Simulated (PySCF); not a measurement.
Trends in electronic spectra. Method used: TDDFT PBE0/def2-SVPD, vertical, gas phase, core orbitals frozen in the response (PySCF). Geometries: GFN2-xTB; one conformer of each isolated species. Triplets are in the Tamm–Dancoff approximation.

**Question.** Rank by computed HOMO–LUMO gap, lowest first.
A. `O=[S@@]1CCCC=C1F`
B. `[H]/N=C\C(=C=CC#N)C#N`
C. `C[C@H](F)CS(=O)(=O)O`
D. `O=[S@@]1C=CCC[C@H]1F`
E. `C=C(C[SiH3])C(F)=C(F)F`
F. `C1CCCCC1`

**Answer.** B (5.62 eV), E (5.80 eV), D (5.97 eV), A (6.37 eV), F (9.12 eV), C (9.25 eV).

| SMILES | gap (eV) | S1 (eV) | f (S1) | first f ≥ 0.01 (nm) | HOMO (eV) | S1 mainly |
| --- | --- | --- | --- | --- | --- | --- |
| [H]/N=C\C(=C=CC#N)C#N | 5.62 | 4.14 | 0.001 | 245 | -8.52 | H→L (96%) |
| C=C(C[SiH3])C(F)=C(F)F | 5.80 | 5.63 | 0.452 | 220 | -6.92 | H→L (96%) |
| O=[S@@]1C=CCC[C@H]1F | 5.97 | 4.50 | 0.002 | 208 | -6.97 | H→L (98%) |
| O=[S@@]1CCCC=C1F | 6.37 | 4.89 | 0.002 | 212 | -7.12 | H→L (97%) |
| C1CCCCC1 | 9.12 | 8.01 | 0.000 | 143 | -8.28 | H-1/H→L (≥96%) |
| C[C@H](F)CS(=O)(=O)O | 9.25 | 7.99 | 0.006 | 150 | -9.42 | H→L (95%) |

H and L stand for HOMO and LUMO. A slash joins orbitals within 0.01 eV of each other, whose weights are summed (≥ marks a lower bound).
